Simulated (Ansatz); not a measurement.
Computed with Ansatz on PBE0-D4/def2-TZVP structures; ΔE is electronic, products minus reactants. CBS: MP2 limit from def2 TZ/QZ plus the TZ coupled-cluster correction, frozen cores. DFT in def2-TZVPP. B3LYP here is the variant with VWN-RPA as its local correlation; programs differ in this. One conformer a species, not always the lowest.

Reaction (substitution at a C–O bond): `C=C(Cl)OCC` + `O[Si](O)(O)S` → `CCS[Si](O)(O)O` + `C=C(O)Cl`

`C=C(Cl)OCC`:

```xyz
13

C     0.792   -1.397   -1.988
C     0.935   -0.906   -0.768
Cl    1.977   -1.691    0.395
O     0.377    0.236   -0.361
C    -0.390    0.202    0.845
C    -0.950    1.580    1.068
H     1.340   -2.271   -2.306
H     0.131   -0.894   -2.682
H     0.254   -0.105    1.674
H    -1.186   -0.542    0.734
H    -0.146    2.311    1.165
H    -1.593    1.880    0.239
H    -1.541    1.595    1.986
```

`O[Si](O)(O)S`:

```xyz
9

O     0.223   -1.138   -1.108
Si    0.046    0.080   -0.040
O    -1.307    0.875   -0.486
O     1.248    1.187   -0.024
S     0.017   -0.788    1.897
H    -0.115   -0.976   -1.991
H    -1.498    1.703   -0.044
H     2.108    0.898    0.286
H    -0.721   -1.841    1.510
```

`CCS[Si](O)(O)O`:

```xyz
15

C     2.233    0.356   -0.096
C     1.277   -0.597   -0.780
S     0.139   -1.433    0.386
Si   -1.475   -0.075    0.404
O    -2.495   -0.577    1.579
O    -0.882    1.434    0.605
O    -2.343   -0.003   -0.980
H     2.827   -0.162    0.659
H     1.688    1.165    0.391
H     2.918    0.791   -0.830
H     0.684   -0.092   -1.543
H     1.814   -1.410   -1.274
H    -2.115   -0.754    2.441
H    -1.425    2.143    0.254
H    -2.845   -0.785   -1.216
```

`C=C(O)Cl`:

```xyz
7

C    -0.866    0.288    0.027
C     0.273   -0.387    0.119
O     1.494    0.019   -0.268
Cl    0.354   -1.967    0.784
H    -1.792   -0.143    0.373
H    -0.881    1.284   -0.399
H     1.419    0.906   -0.636
```

```tsv
level	ΔE (kJ/mol)	difference from CCSD(T)/CBS
PBE-D4	-24.0	-2.0
r2SCAN-D4	-20.2	1.8
PBE0-D4	-24.2	-2.2
B3LYP-D4	-18.6	3.4
ωB97X-V	-18.6	3.4
ωB97M-V	-20.7	1.3
B2PLYP	-16.5	5.5
PBE	-20.4	1.6
r2SCAN	-19.2	2.8
PBE0	-21.0	1.0
B3LYP	-12.7	9.3
HF/def2-TZVPP	-7.0	15.0
MP2/def2-TZVPP	-24.6	-2.6
SCS-MP2/def2-TZVPP	-19.8	2.2
CCSD/def2-TZVPP	-16.7	5.3
CCSD(T)/def2-TZVPP	-18.3	3.7
HF/def2-QZVPP	-7.0	15.0
MP2/def2-QZVPP	-26.7	-4.7
SCS-MP2/def2-QZVPP	-21.9	0.1
HF/CBS(def2)	-7.0	15.0
MP2/CBS(def2)	-28.3	-6.3
CCSD/CBS(def2)	-20.4	1.6
CCSD(T)/CBS	-22.0	0
```

Largest T1 diagnostic among the species: 0.011.

The D4 term adds −5.9 kJ/mol with B3LYP and −3.2 kJ/mol with PBE0; it sums over pairs of atoms, weighted by their polarisabilities, and B3LYP, whose exchange is more repulsive, gets the larger term. In def2-TZVPP, CCSD(T) changes the Hartree–Fock value by −11.3 kJ/mol (the triples alone add −1.6 kJ/mol) and MP2 by −17.6 kJ/mol.
